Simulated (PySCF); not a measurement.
Species: C₅H₇F₃OSi.
Numbering: `[F:1][C:2]([F:3])([F:4])[O:5][C@H:6]1[CH:7]=[CH:8][CH2:9][SiH2:10]1` (hydrogens: H11 on C6; H12 on C7; H13 on C8; H14, H15 on C9; H16, H17 on Si10)

Geometry (PBE0-D3(BJ)/def2-SVP, Å), atoms numbered from 1 in this order:
```xyz
17
C5H7F3OSi angstrom
F      2.2746    0.0326   -2.2131
C      2.5176    0.1391   -0.8938
F      3.4907    1.0123   -0.7200
F      2.9539   -1.0643   -0.4996
O      1.4496    0.5447   -0.2129
C      0.2613   -0.2594   -0.3546
C     -0.6836    0.0777    0.7585
C     -1.9702    0.3114    0.4637
C     -2.4319    0.2579   -0.9682
Si    -0.7938    0.1280   -1.9198
H      0.5595   -1.3217   -0.2881
H     -0.3033    0.0994    1.7848
H     -2.6922    0.5268    1.2593
H     -3.0390    1.1388   -1.2341
H     -3.0761   -0.6214   -1.1451
H     -0.7606   -0.9489   -2.9512
H     -0.3734    1.4277   -2.5155
```

Method used: PBE0-D3(BJ)/def2-SVP geometry optimisation, gas phase (PySCF 2.14.0).

Masses are those of the commonest isotopes; rigid-rotor values at the optimised geometry. The values belong to one conformer with, in the numbering `[F:1][C:2]([F:3])([F:4])[O:5][C@H:6]1[CH:7]=[CH:8][CH2:9][SiH2:10]1`, C2–O5–C6–C7 163°, O5–C6–C7–C8 133°, C7–C8–C9–Si10 -9°, C8–C9–Si10–C6 13°, O5–C6–Si10–C9 -131°.

Task: What are A, B and C (MHz)?

Result: Ia = 201.68, Ib = 731.35, Ic = 825.55 u·Å²; 505379 MHz·u·Å²/I gives A = 2506, B = 691.0, C = 612.2 MHz.

Task: Classify the top.

Result: A near-prolate asymmetric top: κ = (2 × 691.0 − 2506 − 612.2)/(2506 − 612.2) = -0.92.

Task: What does the inertial defect say?

Result: Not planar: Δ = Ic − Ia − Ib = -107.47 u·Å². For a rigid frame Δ = −2 Σ m c², so Σ m c² = 53.74 u·Å² lies off the ab plane: 6.66 from hydrogen and 47.08 from heavier atoms. The atom farthest from that plane is 1.43 Å away.

Task: Give the other two planar moments, Paa and Pbb, and the rms extents of the mass along the axes.

Result: Paa = Σ m a² = (Ib + Ic − Ia)/2 = 677.61 and Pbb = Σ m b² = (Ia + Ic − Ib)/2 = 147.94 u·Å². With the mass M = 168.02 u, the rms extents √(P/M) along a, b and c are 2.01, 0.94, 0.57 Å.

Task: List the rotational levels J(Ka,Kc) to J = 2 (MHz).

Result: Above 0(0,0):
J = 1: 1(0,1) 1303, 1(1,1) 3118, 1(1,0) 3197
J = 2: 2(0,2) 3907, 2(1,2) 5646, 2(1,1) 5882, 2(2,1) 11327, 2(2,0) 11329
Those of J = 1 are B + C, A + C and A + B.

Task: Predict some low-J microwave lines.

Result: The dipole components are |μa| = 2.88 D, |μb| = 0.15 D, |μc| = 0.72 D. The squared components, which scale the intensities, stand as 1.00 : 0.00 : 0.06 (a : b : c). Some lines, for components of 0.1 D or more:

```json
{"type": "a", "branch": "Q", "J(Ka,Kc)": "5(1,4) ← 5(1,5)", "MHz": "1181", "lower level (cm⁻¹)": "0.694"}
{"type": "a", "branch": "R", "J(Ka,Kc)": "1(0,1) ← 0(0,0)", "MHz": "1303", "lower level (cm⁻¹)": "0.000"}
{"type": "a", "branch": "R", "J(Ka,Kc)": "2(0,2) ← 1(0,1)", "MHz": "2604", "lower level (cm⁻¹)": "0.043"}
{"type": "c", "branch": "Q", "J(Ka,Kc)": "2(2,1) ← 2(1,1)", "MHz": "5445", "lower level (cm⁻¹)": "0.196"}
{"type": "b", "branch": "Q", "J(Ka,Kc)": "4(2,3) ← 4(1,4)", "MHz": "5962", "lower level (cm⁻¹)": "0.483"}
{"type": "a", "branch": "R", "J(Ka,Kc)": "5(1,5) ← 4(1,4)", "MHz": "6308", "lower level (cm⁻¹)": "0.483"}
{"type": "a", "branch": "R", "J(Ka,Kc)": "5(0,5) ← 4(0,4)", "MHz": "6466", "lower level (cm⁻¹)": "0.433"}
{"type": "a", "branch": "R", "J(Ka,Kc)": "5(2,3) ← 4(2,2)", "MHz": "6560", "lower level (cm⁻¹)": "0.683"}
{"type": "b", "branch": "R", "J(Ka,Kc)": "2(2,1) ← 1(1,0)", "MHz": "8130", "lower level (cm⁻¹)": "0.107"}
{"type": "c", "branch": "Q", "J(Ka,Kc)": "4(3,2) ← 4(2,2)", "MHz": "9242", "lower level (cm⁻¹)": "0.683"}
{"type": "c", "branch": "Q", "J(Ka,Kc)": "3(3,1) ← 3(2,1)", "MHz": "9260", "lower level (cm⁻¹)": "0.509"}
{"type": "b", "branch": "Q", "J(Ka,Kc)": "3(3,1) ← 3(2,2)", "MHz": "9273", "lower level (cm⁻¹)": "0.508"}
{"type": "c", "branch": "R", "J(Ka,Kc)": "3(2,1) ← 2(1,1)", "MHz": "9367", "lower level (cm⁻¹)": "0.196"}
{"type": "b", "branch": "R", "J(Ka,Kc)": "4(2,3) ← 3(1,2)", "MHz": "10539", "lower level (cm⁻¹)": "0.331"}
{"type": "c", "branch": "R", "J(Ka,Kc)": "4(2,3) ← 3(1,3)", "MHz": "11012", "lower level (cm⁻¹)": "0.315"}
{"type": "b", "branch": "R", "J(Ka,Kc)": "5(2,3) ← 4(1,4)", "MHz": "12559", "lower level (cm⁻¹)": "0.483"}
{"type": "b", "branch": "R", "J(Ka,Kc)": "5(3,3) ← 4(2,2)", "MHz": "15766", "lower level (cm⁻¹)": "0.683"}
{"type": "b", "branch": "R", "J(Ka,Kc)": "4(4,1) ← 3(3,0)", "MHz": "18193", "lower level (cm⁻¹)": "0.818"}
{"type": "b", "branch": "R", "J(Ka,Kc)": "5(4,2) ← 4(3,1)", "MHz": "19497", "lower level (cm⁻¹)": "0.992"}
{"type": "c", "branch": "R", "J(Ka,Kc)": "5(5,0) ← 4(4,0)", "MHz": "23205", "lower level (cm⁻¹)": "1.424"}
```

Task: Estimate the classical rotational partition function at 10 K, 50 K and 298.15 K.

Result: Point group C1, symmetry number σ = 1; q = (√π/σ)·√((kT/h)³/(ABC)), k/h = 20836.6 MHz/K: 5180 at 10 K, 57900 at 50 K, 843000 at 298.15 K.

Stationary, but not proved a minimum. No vibrational averaging or centrifugal distortion is included, and the geometry carries the error of its method.

On one thread, Intel Xeon 6975P-C (x86_64) (shared host), this took 2.3 min and 0.86 GiB of memory at its peak. These figures are those of the optimisation.
